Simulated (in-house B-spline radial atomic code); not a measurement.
Ba. Computed with a B-spline radial atomic code. Model: non-relativistic spherical atom: semilocal Troullier-Martins pseudo-atom, one channel per l, against all electrons, high spin, G0W0 and RPA with empty states to l = 8, local potential for every l without a channel, a model core (radius 0 = none) keeps its share of the functional.

Without relativity these are model numbers for so heavy an element.

What the tables leave out is listed at the end.

The pseudopotential gives back the lowest level of each angular momentum of its own functional in the configuration it was made in; a second state of the same l is only approximately right. Exact exchange, RPA and GW see the smooth pseudo-orbitals and miss the exchange with the core, for which the functional's share stands in. The column with an uncorrelated core keeps all orbitals and exact exchange, and so separates missing core correlation from pseudisation. Only the three outermost levels and the lowest empty one were computed. RPA here is direct RPA, with no exchange kernel, and its energies carry an (l + 1/2)⁻⁴ tail. A hybrid on a potential with a model core restores only its own semilocal share of the core's exchange.

Command:
```bash
python run_psgw.py task.json out
```
Settings (lengths in bohr, energies in hartree):
```
Z                      56
electrons              56
configuration          [Xe] 6s2
generated_in           [Xe] 6s2
functional             pbe,pbe
core_shells            9
radius_factor          1
core_correction        True
ion_configuration      [Xe] 6s1
```

Run time, properties included: 76 s on 1 thread of Arm Neoverse N1 (shared host).

Given: made with PBE; model core radius 1.221 bohr; local radius 1.669 bohr; mean-field start PBE0.

Valence shells of the generating configuration: 5s, 5p, 6s.

Channel: s 1.544, p 1.678, d 2.38 (radii in bohr).

Computed: largest level miss in the spin-unpolarised generating configuration 0.033 eV; valence RPA correlation energy all-electron orbitals -0.41752 hartree; all-electron RPA polarisability, core included 172.38 bohr³; pseudo-atom RPA polarisability 172.2 bohr³; ionisation by mean-field all-electron 4.9632 eV; ionisation by mean-field pseudo minus all 0.018 eV; ionisation by RPA all-electron 5.2939 eV.

| level | occupied | mean-field all-electron (eV) | mean-field pseudo minus all (eV) | G0W0 all-electron (eV) | G0W0 uncorrelated core minus all (eV) | G0W0 pseudo minus all (eV) | exchange self-energy all-electron (eV) | exchange self-energy pseudo (eV) |
| --- | --- | --- | --- | --- | --- | --- | --- | --- |
| 6s | 1 | -3.5884 | -0.017 | -5.2094 | 0.049 | -0.008 | -6.0041 | -5.5307 |
| 5d (empty) | 0 | -1.7333 | -0.125 | -0.59825 | 0.066 | -0.136 | -4.4583 | -3.4999 |

Task: What is the ionisation by RPA pseudo minus all?

Result: 0.015 eV.

Task: What is the valence RPA correlation energy pseudo?

Result: -0.45038 hartree.

Among the listed levels the largest G0W0 shift of the pseudo-atom is -0.14 eV, for 5d (empty) on the PBE0 start, while leaving the core uncorrelated moves that level by +0.07 eV. The rest, -0.20 eV, comes from pseudisation and the lost core exchange. Not in the tables (levels of low weight, unsolved or above zero; the highest and the empty levels are kept at any weight): the PBE start was refused, since an empty level lay at or below an occupied one; on PBE0 the G0W0 levels 5p (pseudo minus all +0.16 eV, weights 0.36 and 0.30), 5s (pseudo minus all +0.54 eV, weights 0.26 and 0.35); no Hartree-Fock pseudo-atom is run with a model core.
